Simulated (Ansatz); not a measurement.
Ansatz (a quantum-chemistry and plane-wave program) input (r2SCAN/def2-TZVPD):

Ansatz 0.2 input:
```yaml
crystal:
  periodic: [false, false, false]
  atoms:
    - {symbol: Hf, position_ang: [-0.00000000, -0.00000000, -0.44364931]}
    - {symbol: Cl, position_ang: [0.00000000, 0.00000000, 1.87898533]}
basis:
  gaussian:
    orbitals: def2-TZVPD
hamiltonian:
  xc: {name: r2SCAN}
total_charge: 1
magnetization: {spin_polarized: true, initial_magnetization: 2}
```

Output:

```
Functional definition: r2SCAN
integrals: 0.03 GiB planned
647 factors; their error is unknown
mean field: 0.30 GiB planned
mean field evaluation 1: about -13812.4113 eV, gradient 3.8e1 eV
mean field evaluation 2: about -13631.7864 eV, gradient 1.3e2 eV
mean field evaluation 4: about -13820.0466 eV, gradient 1.5e1 eV
mean field evaluation 8: about -13821.3801 eV, gradient 3.2e-2 eV
mean field evaluation 16: about -13821.3703 eV, gradient 1.1e-4 eV
mean field evaluation 32: about -13820.2597 eV, gradient 4.8e0 eV
mean field evaluation 64: about -13820.9299 eV, gradient 1.5e0 eV
mean field -13821.37025566 eV, -507.9259884344 hartree, gradient 2.4e-5 eV, S^2 2.007404; 9 other end points of the search recorded, 0 dependent functions left out
reference -13821.37027222 eV, -507.9259890427 hartree; 15, 13 occupied and 74, 76 virtual orbitals, 647 factors
Total energy: -13821.37027222 eV, -507.9259890427 hartree
```

This state (charge 1, triplet) is run at the relaxed geometry of the species with charge 0 and multiplicity 2.
